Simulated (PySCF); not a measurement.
**HI from Hartree–Fock to correlated methods**

State: ¹Σ⁺ (singlet), closed shell. Set-up: PySCF, spin-free X2C with a Gaussian nucleus, basis sets H x2c-TZVPPall, I x2c-TZVPPall. De refers to H + I in their high-spin ground configurations, without counterpoise correction. A positive dipole means H(−)I(+).

```csv
Level,Re (Å),ωe (cm⁻¹),De (eV),μ (D),"CPU s a point (SCF and correlation, without the integrals)"
RHF,1.599,2454,2.29,-0.56,0.24
RHF-MP2,1.590,2432,3.38,n/a,0.39
RHF-SCS-MP2,1.595,2408,3.39,n/a,n/a
RHF-CCSD,1.599,2372,3.36,n/a,n/a
RHF-CCSD(T),1.601,2351,3.42,n/a,4.2
PBE,1.624,2260,3.45,-0.46,1.1
revPBE,1.625,2254,3.36,-0.44,0.77
PW91,1.622,2262,3.47,-0.45,0.77
r²SCAN,1.613,2324,3.44,-0.52,1.5
PBE0,1.610,2346,3.38,-0.51,2.6
r²SCAN0,1.604,2379,3.37,-0.54,1.8
BHandHLYP,1.602,2392,3.30,-0.50,1.1
CAM-B3LYP,1.608,2356,3.40,-0.49,3.5
```

Which functional lies closest to RHF-CCSD(T) in De, which farthest, and by how much do they differ from it?

Closest is r²SCAN (+1.2 pm in Re, -1.1 % in ωe, +0.02 eV in De against RHF-CCSD(T) in the same basis), farthest BHandHLYP (+0.1 pm in Re, +1.7 % in ωe, -0.12 eV in De). CCSD(T) converges more slowly with the basis than the functionals do and binds too weakly in this one, so the order can change at the basis-set limit.

What does the step from GGA to meta-GGA do here, going from PBE to r²SCAN?

r²SCAN less PBE: -1.1 pm in Re, +2.8 % in ωe, -0.01 eV in De. 

What does second-order correlation do here, going from RHF to RHF-MP2?

RHF-MP2 less RHF: -0.9 pm in Re, -0.9 % in ωe, +1.09 eV in De. Correlation nearly always deepens the well. The bond shortens, as in weak, metallic or heavy-atom bonds, where dispersion and the correlation of outer-core electrons pull the atoms together.

Measured (Huber and Herzberg, Constants of Diatomic Molecules (1979)): Re = 1.60916 Å, ωe = 2309.014 cm⁻¹.

Correlated steps freeze 18 core orbitals. These are scalar-relativistic numbers at best; spin–orbit coupling would shift them, the dissociation energy most. Where the molecule has an RHF reference, its open-shell atoms are computed with UHF.

The whole job (state search and all levels along the bond) took about 4.3 min on 1 thread of Arm Neoverse V1 (shared host), peak memory 1.2 GiB.
